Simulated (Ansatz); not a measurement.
Ideal-gas functions of Cl2InO (`[O][In]([Cl])[Cl]`) radical at 400 K and 1 bar, from an Ansatz frequency run at PBE0-D4/def2-TZVP.

Molar mass 201.72 g/mol, point group C2v (symmetry number 2), electronic degeneracy 2, moments of inertia 140.851, 284.253, 425.104 u Å². Harmonic wavenumbers (cm⁻¹, unscaled): 87, 106, 117, 364, 399, 599.

Use S(trans) = R[1.5 ln M + 2.5 ln T − 1.1517]; rotational temperatures θ = 24.2544 K / I; S(rot) = R[ln(√π/σ · √(T³/θAθBθC)) + 1.5]; for each mode x = 1.438777 ν̃/T, S = R[x/(eˣ − 1) − ln(1 − e⁻ˣ)] and H = RT x/(eˣ − 1); 1 cm⁻¹ = 0.0119627 kJ/mol; R = 8.31446 J/(mol·K).

Problem. By hand: the entropy, in J/(mol·K).

Solution. Translation 181.1. Rotation: θ = 0.1722, 0.0853, 0.0571 K, giving 115.6. Vibration, mode by mode: 18.01, 16.38, 15.57, 6.64, 5.99, 3.37, in all 66.0. Electronic 5.8. Sum 368.5 J/(mol·K).

Problem. By hand: H − E and G − E in kJ/mol, counted from the electronic energy.

Solution. Zero-point energy ½ × 1672 × 0.0119627 = 10.0; thermal vibration 12.3; translation, rotation and pV give 4 RT = 13.3. H − E = 35.6 kJ/mol, and G − E = 35.6 − 400 × 368.5/1000 = -111.8 kJ/mol.

Vibration gives 18 % of the entropy, 50.0 J/(mol·K) of it from the modes under 150 cm⁻¹: soft modes count most, and the harmonic formula is weakest for them.
